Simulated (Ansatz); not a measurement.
# Worked example: C3H6F2 + C2H3Si → C3H6F + C2H3FSi

Gas-phase species: C3H6F2 `CC(F)CF`, singlet; C2H3Si `C#C[SiH2]`, doublet; C3H6F `C[CH]CF`, doublet; C2H3FSi `C#C[SiH2]F`, singlet. A radical takes F: the energy is the difference in strength between the C–F bond broken and the Si–F bond made.

Shapes, held fixed at every level: PBE0-D4/def2-TZVP. Flexible molecules stand in one conformer, not always the lowest. Programs: Ansatz 0.2.0. The zero-point and thermal change to 298 K, harmonic and unscaled (PBE0-D4/def2-TZVP), is -4.1 kJ/mol.

At CCSD(T)/CBS estimate; 1 Eh = 2625.50 kJ/mol:

| species | energy (Eh) |
| --- | --- |
| C3H6F2 | -317.346508 |
| C2H3Si | -366.866644 |
| C3H6F | -217.489983 |
| C2H3FSi | -466.783693 |

Question: Work out ΔH(298 K) of the reaction at this level.

Answer: 
1. Products less reactants: (-217.489983) + (-466.783693) − [(-317.346508) + (-366.866644)] = -0.060524 Eh = -158.9 kJ/mol.
2. With the thermal change: -158.9 + (-4.1) = -163.0 kJ/mol.

Other levels give -174.8 (MP2/def2-TZVPP) to -130.6 kJ/mol (CCSD(T)/def2-SVP). No measured value is set beside it here. Spin contamination: C2H3Si (⟨S²⟩ up to 0.85). Open shells run unrestricted. The CBS estimate extrapolates MP2 from def2-TZVPP and def2-QZVPP and adds CCSD(T) − MP2 in the triple-zeta set, cores frozen.
